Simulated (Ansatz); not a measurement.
`[F][Hf]([F])([I])[I]` + HCl → `[F][Hf]([F])([Cl])[I]` + HI  (ligand exchange at the Hf–I bond)

Computed with Ansatz on PBE0-D4/def2-TZVP structures; ΔE is electronic, products minus reactants. CCSD(T)/CBS adds triple-zeta CCSD(T) − MP2 to the extrapolated MP2 energy (def2 sets, frozen cores). This one scheme is used for every species. DFT in def2-TZVPP. HSE06 is defined as in plane-wave codes. Elements past krypton have def2 core potentials. For Hf, I outer-core shells are correlated without core-valence functions, which leaves a few kJ/mol of doubt a bond.

```tsv
level	ΔE (kJ/mol)
BLYP-D4	-18.1
HSE06-D4	-10.9
ωB97M-V	-16.0
revPBE	-15.7
r2SCAN	-15.1
r2SCANh	-14.2
BHLYP	-17.9
MP2/def2-TZVPP	-2.6
```

Q: What does CCSD(T)/CBS give? (Best estimate.)

A: Computed: -9.3 kJ/mol. The listed levels differ from it by -8.8, -1.6, -6.7, -6.4, -5.8, -4.9, -8.6, 6.7 kJ/mol.

Largest T1 diagnostic among the species: 0.014.

In def2-TZVPP, CCSD(T) changes the Hartree–Fock value by +7.2 kJ/mol (the triples alone add +2.2 kJ/mol) and MP2 by +14.8 kJ/mol. Leaving LDA and LC-ωPBE aside and taking each functional with its dispersion term where it has one, the values, not all of them listed here, spread over 15.1 kJ/mol, from B97M-V to PBE-QIDH.
